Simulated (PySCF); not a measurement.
NbF4Cl, SMILES [F][Nb]([F])([F])([F])[Cl], multiplicity 1.

Geometry: B3LYP-D3(BJ)/def2-SVP. The multiplicity is an assumed one; no other spin state was optimised. The structure was generated by enumeration; whether it is a known compound was not checked. The def2 effective core potentials stand for the cores of Nb; spin–orbit coupling is left out.

These are B3LYP-D3(BJ)/def2-SVP run with PySCF values and carry that method's errors.

Frequencies are harmonic and unscaled.

A small imaginary wavenumber (i) marks a very flat motion, where grid noise or a shallow saddle decides the sign.

Modes within 1.5 cm⁻¹ of each other (mostly degenerate sets) share a row, with their intensities summed.

| mode | ν (cm⁻¹) | IR (km/mol) | Raman (Å⁴/amu) | depolarisation | moving atoms (share of kinetic energy) |
|---|---|---|---|---|---|
| 1 | 30i | 0.0 | 0.2 | 0.75 | F 100 % |
| 2–3 | 151 | 3.1 | 5.5 | 0.75 | F 55 %, Cl 35 %, Nb 10 % |
| 4 | 227 | 12.3 | 0.6 | 0.63 | F 66 %, Cl 19 %, Nb 15 % |
| 5–6 | 252 | 38.7 | 0.2 | 0.75 | F 84 %, Nb 15 % |
| 7 | 332 | 0.0 | 2.2 | 0.75 | F 100 % |
| 8 | 455 | 75.3 | 7.2 | 0.10 | Cl 63 %, Nb 32 % |
| 9 | 633 | 0.0 | 2.8 | 0.75 | F 100 % |
| 10 | 728 | 77.5 | 14.0 | 0.00 | F 92 %, Nb 8 % |
| 11–12 | 733 | 495.8 | 0.4 | 0.75 | F 72 %, Nb 28 % |
